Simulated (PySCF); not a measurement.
# `COc1ccoc1`: 4 charge schemes on one density

Species: C5H6O2.
Cartesian coordinates in Å at the PBE0-D3(BJ)/def2-SVP level; atoms count from 1:
```
atom  x, y, z in Å
C1     2.1078    0.3558    0.0631
O2     1.2627   -0.7590    0.0244
C3    -0.0582   -0.5159    0.0619
C4    -0.7457    0.7410    0.1349
C5    -2.0733    0.4226    0.1478
O6    -2.2469   -0.9042    0.0864
C7    -1.0256   -1.4849    0.0332
H8     3.1381   -0.0213    0.0304
H9     1.9466    1.0236   -0.8024
H10    1.9740    0.9410    0.9909
H11   -0.3205    1.7405    0.1737
H12   -2.9746    1.0286    0.1963
H13   -0.9844   -2.5678   -0.0192
```

Density: PBE0/pcSseg-1 (PySCF); schemes: Mulliken, IAO, Hirshfeld and ESP-fitted. Isolated species at its PBE0-D3(BJ)/def2-SVP geometry (one conformer only).

Q: For which atoms does the sign change between the 4 schemes (beyond +0.03 e in one, beyond −0.03 e in another)?

A: C5 and C7. Atomic charges aren't observables, and each scheme defines them in its own way.

Q: Do the Mulliken, IAO, Hirshfeld and ESP-fitted schemes agree on where the charge is lowest?

A: The schemes don't all agree: Mulliken O2 (-0.470); IAO O2 (-0.323); Hirshfeld O2 (-0.116); ESP-fitted C4 (-0.355).

Q: At which atom do the 4 schemes differ most?

A: At C7: from -0.270 (ESP-fitted) to +0.158 e (Mulliken), 0.428 e apart.

Q: What partial charge does each atom carry?

A: In e:

```json
{"atom": "C1", "environment": "methoxy carbon", "Mulliken": "-0.046", "IAO": "-0.197", "Hirshfeld": "-0.030", "ESP-fitted": "-0.061"}
{"atom": "O2", "environment": "aryl ether oxygen", "Mulliken": "-0.470", "IAO": "-0.323", "Hirshfeld": "-0.116", "ESP-fitted": "-0.334"}
{"atom": "C3", "environment": "aromatic carbon bearing oxygen", "Mulliken": "+0.104", "IAO": "+0.141", "Hirshfeld": "+0.034", "ESP-fitted": "+0.360"}
{"atom": "C4", "environment": "aromatic CH carbon", "Mulliken": "-0.246", "IAO": "-0.279", "Hirshfeld": "-0.111", "ESP-fitted": "-0.355"}
{"atom": "C5", "environment": "aromatic CH next to a ring oxygen", "Mulliken": "+0.177", "IAO": "+0.015", "Hirshfeld": "+0.005", "ESP-fitted": "-0.073"}
{"atom": "O6", "environment": "furan-type oxygen", "Mulliken": "-0.363", "IAO": "-0.225", "Hirshfeld": "-0.068", "ESP-fitted": "-0.104"}
{"atom": "C7", "environment": "aromatic CH next to a ring oxygen", "Mulliken": "+0.158", "IAO": "-0.059", "Hirshfeld": "-0.031", "ESP-fitted": "-0.270"}
{"atom": "H8", "environment": "methyl hydrogen", "Mulliken": "+0.135", "IAO": "+0.162", "Hirshfeld": "+0.056", "ESP-fitted": "+0.111"}
{"atom": "H9", "environment": "methyl hydrogen", "Mulliken": "+0.108", "IAO": "+0.129", "Hirshfeld": "+0.042", "ESP-fitted": "+0.075"}
{"atom": "H10", "environment": "methyl hydrogen", "Mulliken": "+0.109", "IAO": "+0.129", "Hirshfeld": "+0.042", "ESP-fitted": "+0.078"}
{"atom": "H11", "environment": "aromatic hydrogen", "Mulliken": "+0.104", "IAO": "+0.162", "Hirshfeld": "+0.053", "ESP-fitted": "+0.186"}
{"atom": "H12", "environment": "aromatic hydrogen", "Mulliken": "+0.113", "IAO": "+0.170", "Hirshfeld": "+0.065", "ESP-fitted": "+0.180"}
{"atom": "H13", "environment": "aromatic hydrogen", "Mulliken": "+0.116", "IAO": "+0.174", "Hirshfeld": "+0.061", "ESP-fitted": "+0.207"}
```

Mean size of the charges over all atoms: ESP-fitted 0.184 e, Mulliken 0.173 e, IAO 0.167 e, Hirshfeld 0.055 e. Each set sums to the total charge, 0, to within 0.001 e. The Mulliken scheme counts on each atom the diagonal of the density matrix times the overlap matrix over that atom's basis functions.

Q: How many electrons does the IAO scheme count on O6?

A: Z − q = 8 − (-0.225) = 8.225.

Q: How closely do the schemes follow one another over all atoms?

A: Correlation coefficient and root-mean-square difference: IAO with Hirshfeld 0.98, 0.124 e; Hirshfeld with ESP-fitted 0.89, 0.161 e; IAO with ESP-fitted 0.86, 0.107 e; Mulliken with IAO 0.86, 0.108 e; Mulliken with Hirshfeld 0.85, 0.158 e; Mulliken with ESP-fitted 0.63, 0.182 e.

Q: Sum the charges by element.

A: 
| element | atoms | Mulliken | IAO | Hirshfeld | ESP-fitted |
| --- | --- | --- | --- | --- | --- |
| C | 5 | +0.147 | -0.378 | -0.134 | -0.399 |
| O | 2 | -0.833 | -0.548 | -0.184 | -0.438 |
| H | 6 | +0.685 | +0.927 | +0.318 | +0.837 |
